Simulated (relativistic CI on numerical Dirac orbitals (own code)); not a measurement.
# Nd⁴²⁺: sensitivity of the levels to the model

Base calculation: Dirac-Coulomb-Breit CI, separate exchange-only KLI orbitals for each configuration, model QED (radiative potential, 1s self-energy scaled to tabulated hydrogen-like ionisation energies), unscaled Slater integrals.

Configurations in the expansion (outside the closed core [Ne]): 3s²3p⁶, 3s²3p⁵3d, 3s3p⁶3d, 3s²3p⁵4s, 3s²3p⁵4p, 3s²3p⁵4d, 3p⁶3d4p, 3s3p⁶4s, 3s²3p⁵4f, 3s3p⁶4p, 3s3p⁶4d, 3s3p⁶4f, 3s²3p⁵5s, 3s²3p⁵5p, 3s²3p⁵5d, 3s²3p⁵5f, 3s²3p⁵5g, 3s3p⁶5s, 3s3p⁶5p, 3s3p⁶5d, 3s3p⁶5f, 3p⁶3d², 3p⁵3d³, 3p⁵3d²4s, 3p⁵3d²4p, 3p⁵3d²4d, 3p⁶3d4s, 3p⁵3d4s², 3p⁵3d4s4p, 3p⁵3d4s4d, 3p⁶4s², 3p⁵4s²4p, 3p⁵4s²4d. Double excitations out of closed p, d and f shells are left out; levels of such configurations are missing from the list, as are those of other unlisted configurations, and high levels can miss mixing partners. These lack a partner that the ground configuration has and come out too high: 3s²3p⁵4f, 3s²3p⁵5s, 3s²3p⁵5p, 3s²3p⁵5d, 3s²3p⁵5f.

Variants: (1) P86 correlation estimate; (2) configuration mixing switched off; (3) one mean potential for all configurations. Shifts of the energy above 3s²3p⁶ ¹S0, in eV, for the lowest level and the first level of each name with at least 55 % of one term (blank where a level changes its place among those of its configuration and J or its character, or is not in the variant):

```tsv
Level	Base	Δ(1)	Δ(2)	Δ(3)
3s²3p⁶ ¹S0	0.00	0.00	0.00	0.00
3s²3p⁵3d ³P°0	180.07	+0.45	-0.11	-0.08
3s²3p⁵3d ³P°1	187.35	+0.45	-0.11	-0.08
3s²3p⁵3d ³F°3	192.41	+0.45	-0.01	-0.08
3s²3p⁵3d ³F°4	215.46	+0.45	+0.06	-0.08
3s²3p⁵3d ³D°3	228.74	+0.45	-0.11	-0.08
3s²3p⁵3d ³F°2	316.18	+0.45	+0.01	-0.08
3s²3p⁵3d ¹P°1	349.75	+0.45	-0.08	-0.08
3s3p⁶3d ³D1	476.11	+0.68	+0.02	+0.06
3s3p⁶3d ³D2	480.56	+0.68	+0.03	+0.06
3s3p⁶3d ³D3	504.83	+0.68	+0.02	+0.05
3s3p⁶3d ¹D2	516.55	+0.68	+0.09	+0.05
3p⁶3d² ³F2	965.35	+1.25	-0.37	+0.15
3p⁶3d² ³P0	983.00	+1.25	-0.35	+0.21
3p⁶3d² ³F3	991.28	+1.25	-0.28	+0.11
3p⁶3d² ³P1	1003.55	+1.25	-0.28	+0.16
3p⁶3d² ¹S0	1051.51	+1.25	-0.53	+0.21
3p⁵3d³ ⁵D°0	1150.74	+1.51	-0.41	+0.52
3p⁵3d³ ³I°7	1207.66	+1.51	-0.40	+0.43
```

At this charge energies of transitions that change n are usually good to better than 1 %, and those within a shell (Δn = 0) to a few per cent.

Ionisation energy from the two ground configurations alone: base 3371.5 eV; P86 correlation estimate 3373.63 eV. The NIST ASD value (theoretical) is 3371 eV.

LS names give the leading component of a level, which can be under half, so a name can repeat, a term be missing and a line seem to break the LS rules.
